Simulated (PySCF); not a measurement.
F3H4NSi2, SMILES F[Si](F)(F)N[SiH3]. Atoms are numbered in the order given.

```xyz
10

F      0.3838     1.6969    -1.2742
Si     0.0262     0.7890     0.0000
F     -1.5567     0.5185     0.0000
F      0.3838     1.6969     1.2742
N      0.7880    -0.7204     0.0000
Si     0.0008    -2.3011     0.0000
H      1.8051    -0.7338     0.0000
H      1.0995    -3.3048     0.0000
H     -0.8490    -2.4792    -1.2086
H     -0.8490    -2.4792     1.2086
```
Charge 0, spin multiplicity 1.

Geometry: B3LYP-D3(BJ)/def2-SVP. One conformer was computed; it need not be the lowest.

Calculation: HF/def2-TZVP in PySCF.

ESP charges are fitted to the potential on shells at 1.4 to 2.0 van der Waals radii. Atomic charges (e):

```
atom  Löwdin  ESP fit    IAO
----  ------  -------  -----
F1     -0.03    -0.36  -0.57
Si2    -0.02     1.27   2.06
F3     -0.02    -0.32  -0.57
F4     -0.03    -0.36  -0.57
N5     -0.22    -0.84  -1.06
Si6     0.28     0.44   0.97
H7      0.19     0.40   0.29
H8     -0.06    -0.08  -0.18
H9     -0.05    -0.07  -0.18
H10    -0.05    -0.07  -0.18
```

Computed Mayer and Wiberg (Löwdin basis) orders of the bonds:
```tsv
bond	Mayer	Wiberg
F1–Si2	1.01	1.63
Si2–F3	1.00	1.62
Si2–F4	1.01	1.63
Si2–N5	1.19	1.46
N5–Si6	0.96	1.31
N5–H7	0.89	0.88
Si6–H8	0.97	0.96
Si6–H9	0.97	0.97
Si6–H10	0.97	0.97
```
